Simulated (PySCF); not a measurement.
V¹⁴⁺: ionisation energy

V¹⁴⁺ [He] 2s2 2p5 (2P) → V¹⁵⁺ [He] 2s2 2p4 (3P), as a difference of total energies. All numbers are calculated (PySCF 2.14, the spin-free X2C one-electron Hamiltonian (Gaussian nucleus), in an even-tempered Gaussian basis (20 s from 2.1 bohr⁻², ratio 2.2; 12 p from 2.7 bohr⁻², ratio 2.2; 6 d from 16 bohr⁻², ratio 2.4; 5 f from 24 bohr⁻², ratio 2.4; 5 g from 36 bohr⁻², ratio 2.4)). Correlated levels: nothing frozen; virtual orbitals above 40 to 60 times the deepest correlated orbital energy dropped. The calculations carry no spin-orbit coupling.

| method | ionisation energy (eV) |
| --- | --- |
| UHF | 976.40 |
| LDA | 977.35 |
| PBE | 977.62 |
| PBE0 | 977.77 |
| r2SCAN | 978.74 |
| M06 | 979.00 |
| r2SCAN0 | 978.57 |
| MP2 (all electrons) | 978.00 |
| SCS-MP2 (all electrons) | 977.99 |

Problem. How much does correlation contribute at MP2 (all electrons)?

Solution. 978.00 − (976.40) = 1.60 eV, measured against UHF.

A first-order spin-orbit estimate (lowest level to lowest level, LS coupling) adds -0.114 eV.

For comparison: 977.2 ± 1.3 eV (semi-empirical (NIST evaluation); NIST Atomic Spectra Database, ionization energies).
